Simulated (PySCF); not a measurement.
[ReO4]- (charge -1 and singlet state).
Geometry (PBE0-D3(BJ)/def2-SVP, Å), atoms numbered from 1 in this order:
```xyz
5
ReO4 angstrom
Re     0.000    0.000    0.000
O      0.021   -0.013    1.729
O      1.623    0.008   -0.595
O     -0.825    1.415   -0.557
O     -0.819   -1.410   -0.578
```

Theory: PySCF, TDDFT PBE0/def2-SVPD, vertical, gas phase, core orbitals frozen in the response, def2 core potentials past Kr. Spin–orbit coupling is left out. The geometry's basis has no diffuse functions, a weakness for an anion.

Frontier orbitals with the atoms that hold most of them (Löwdin shares over 4%, at most four atoms):

| orbital | ε (eV) | atoms |
| --- | --- | --- |
| LUMO+2 | 4.11 | Re1 66%, O3 9%, O2 8%, O4 8% |
| LUMO+1 | 3.26 | Re1 52%, O3 12%, O2 12%, O4 12% |
| LUMO | 3.26 | Re1 52%, O3 12%, O5 12%, O4 12% |
| HOMO | -3.93 | O2 34%, O5 30%, O4 30%, Re1 4% |
| HOMO-1 | -3.93 | O4 36%, O3 35%, O5 13%, O2 11% |
| HOMO-2 | -3.93 | O3 36%, O5 28%, O2 26%, O4 6% |
| HOMO-3 | -4.47 | O5 23%, O4 23%, O2 23%, O3 22% |

Within 0.005 eV of a neighbour in this list lie HOMO-2/HOMO-1/HOMO and LUMO/LUMO+1 (point group found: Td); within a degenerate set the shares of single atoms can hang on how the components are chosen.

Task: The HOMO–LUMO gap is 7.19 eV. Where does the response calculation put the lowest singlet, and from which orbitals?

Result: S1 is at 5.25 eV (f = 0.0000), 1.94 eV below the gap, made of HOMO-2/HOMO-1/HOMO→LUMO/LUMO+1 (≥97%). S1/S2/S3 lie within about 0.01 eV of each other. 

For S1 the Löwdin share of rhenium is 4% in HOMO and 52% in LUMO (ligand-to-metal charge transfer by this measure).

Next come S2 at 5.25 eV (f 0.0000), HOMO-2/HOMO-1/HOMO→LUMO/LUMO+1 (≥95%); S3 at 5.26 eV (f 0.0000), HOMO-2/HOMO-1/HOMO→LUMO/LUMO+1 (≥83%); S4 at 5.63 eV (f 0.0098), HOMO-2/HOMO-1/HOMO→LUMO/LUMO+1 (≥38%), HOMO-4→LUMO/LUMO+1 (≥19%); S5 at 5.63 eV (f 0.0098), HOMO-2/HOMO-1/HOMO→LUMO/LUMO+1 (≥45%), HOMO-5→LUMO/LUMO+1 (≥16%).

Orbitals of the list HOMO-3 to LUMO+2 that lie within 0.01 eV of each other are written together with a slash and their weights summed (≥ marks a lower bound); for degenerate orbitals outside that list single weights are arbitrary.
